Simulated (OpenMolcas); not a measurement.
Pr3+ among 8 point charges of -2 e arranged as a hexagonal bipyramid (D6h). The axial distance is 1.17 times the equatorial one, R.

* Program: OpenMolcas
* Method: CASSCF
* Basis: ANO-RCC-VTZP [8s7p5d3f2g1h]
* Scalar Hamiltonian: DKH2, point nucleus
* Active space: 2 electrons in 7 orbitals (4f)
* State averaging: 2S+1 = 3 even, 21 roots; 2S+1 = 1 even, 27 roots kept (CI in the orbitals of an earlier block)
* Spin-orbit coupling: state interaction with AMFI integrals over the reference wave functions

All point charges move together. At R = 2.71 Å the width of the lowest J multiplet is 2001 cm-1, and at R = 2.89 Å it is 1657 cm-1.

Task: A third run gives 1204 cm-1. What distance was it run at?

Result: With a power law R^-n the two known points give n = -ln(1657 / 2001) / ln(2.89 / 2.71) = 2.93. Then R = 2.71 × (2001 / 1204)^(1/2.93) = 3.223 Å. The run was at 3.22 Å, so the estimate is off by +0.003 Å.

This is an electrostatic model: the charges have no orbitals. An unlabelled pair can be two single states that coincide in this model. No measured value stands beside these numbers.
